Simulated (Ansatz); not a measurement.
C3H10GeO3, singlet, at a GFN2-xTB geometry; Ansatz (an electronic-structure program) with CASSCF(6,4)/STO-3G.

Ansatz was given this input:
Ansatz 0.2 input:
```yaml
crystal:
  periodic: [false, false, false]
  atoms:
    - {symbol: C, position_ang: [2.66256329, 0.89571654, -0.45708762]}
    - {symbol: C, position_ang: [1.21195463, 1.32209342, -0.30155056]}
    - {symbol: Ge, position_ang: [-0.02124702, -0.23164533, -0.04708536]}
    - {symbol: O, position_ang: [0.08650825, -1.49764834, -1.24344756]}
    - {symbol: O, position_ang: [0.36685702, -0.97786212, 1.48500987]}
    - {symbol: O, position_ang: [-1.76689012, 0.15362622, -0.11385458]}
    - {symbol: C, position_ang: [-2.45744969, 1.01600427, 0.76245727]}
    - {symbol: H, position_ang: [2.77911926, 0.23917458, -1.31595098]}
    - {symbol: H, position_ang: [3.29782795, 1.76912505, -0.59503243]}
    - {symbol: H, position_ang: [2.99445596, 0.35840375, 0.42716101]}
    - {symbol: H, position_ang: [1.10290414, 1.97133853, 0.56635262]}
    - {symbol: H, position_ang: [0.88032034, 1.87955144, -1.17807087]}
    - {symbol: H, position_ang: [-0.56708417, -1.43635095, -1.93762364]}
    - {symbol: H, position_ang: [0.16543251, -1.91097610, 1.54010174]}
    - {symbol: H, position_ang: [-2.24136143, 2.06292626, 0.53671399]}
    - {symbol: H, position_ang: [-2.20345293, 0.82034101, 1.80592864]}
    - {symbol: H, position_ang: [-3.52246757, 0.83130562, 0.61257466]}
basis:
  gaussian:
    orbitals: STO-3G
hamiltonian:
  xc: hf
magnetization: {spin_polarized: false}
correlation: {active_space: {window: {electrons: 6, orbitals: 4}}}
```

It wrote (shortened):

```
Functional definition: HF
760 factors; integrals over basis functions are off by at most 3.8e-5 eV
mean field evaluation 1: about -65068.5049 eV, gradient 3.3e1 eV
mean field evaluation 2: about -65068.7824 eV, gradient 3.3e1 eV
mean field evaluation 4: about -65072.8106 eV, gradient 1.9e0 eV
mean field evaluation 8: about -65072.8269 eV, gradient 4.5e-2 eV
mean field -65072.82692599 eV, -2391.3822815838 hartree, gradient 2.3e-6 eV, S^2 0.000000; 0 other end points of the search recorded, 0 dependent functions left out
reference -65072.82692599 eV, -2391.3822815838 hartree; 42, 42 occupied and 16, 16 virtual orbitals, 760 factors
state -65073.24182559 eV, -2391.3975288629 hartree
Total energy: -65073.24182559 eV, -2391.3975288629 hartree
```
